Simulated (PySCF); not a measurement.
Predicted microwave data (PBE0/pcSseg-1 in PySCF (dipole) on a GFN2-xTB geometry, gas phase) for one isomer of C7H13N3:

* Rotational constants: A = 2102, B = 1173, C = 907.1 MHz
* Dipole components: |μa| = 4.46 D, |μb| = 2.50 D, |μc| = 0.02 D
* Inertial defect: -114.13 u·Å²
* κ: -0.56

Problem. Which structure is it? (One computed conformer of each.)
A. `Cc1cnnn1C(C)(C)C`
B. `[CH3:1][c:2]1[cH:3][n:4][n:5]([CH2:6][CH:7]([CH3:8])[CH3:9])[n:10]1` with N4–N5–C6–C7 93°, N5–C6–C7–C8 -68°
C. `[CH3:1][C:2]([CH3:3])([CH3:4])[CH2:5][n:6]1[cH:7][n:8][n:9][cH:10]1` with C2–C5–N6–C7 88°
D. `[CH3:1][CH2:2][CH2:3][CH2:4][n:5]1[n:6][n:7][cH:8][c:9]1[CH3:10]` with C1–C2–C3–C4 178°, C2–C3–C4–N5 -179°, C3–C4–N5–N6 88°
E. `CN1N=NC=C1C(C)(C)C`

Solution. E. It is Cn1nncc1C(C)(C)C, an asymmetric top, point group C1. The candidates at the same level (rigid rotor, commonest isotopes):

| SMILES | A (MHz) | B (MHz) | C (MHz) | μa (D) | μb (D) | μc (D) | Δ (u·Å²) | point group | rotor |
| --- | --- | --- | --- | --- | --- | --- | --- | --- | --- |
| CC(C)(C)Cn1cnnc1 | 2970 | 856.3 | 801.9 | 6.15 | 0.00 | 1.89 | -130.16 | Cs | near-prolate asymmetric top |
| Cc1cnnn1C(C)(C)C | 2020 | 1263 | 943.4 | 2.56 | 4.23 | 0.02 | -114.73 | C1 | asymmetric top |
| Cn1nncc1C(C)(C)C | 2102 | 1173 | 907.1 | 4.46 | 2.50 | 0.02 | -114.13 | C1 | asymmetric top |
| CCCCn1nncc1C | 2753 | 679.0 | 596.5 | 2.86 | 4.32 | 0.64 | -80.72 | C1 | near-prolate asymmetric top |
| Cc1cnn(CC(C)C)n1 | 3214 | 729.6 | 674.1 | 0.13 | 0.30 | 0.34 | -100.22 | C1 | near-prolate asymmetric top |

`Cc1cnn(CC(C)C)n1` has A 53 % too high; `CC(C)(C)Cn1cnnc1` has A 41 % too high; `CCCCn1nncc1C` has B 42 % too low; `Cc1cnnn1C(C)(C)C` has B 8 % too high. No structure here is proved a minimum.
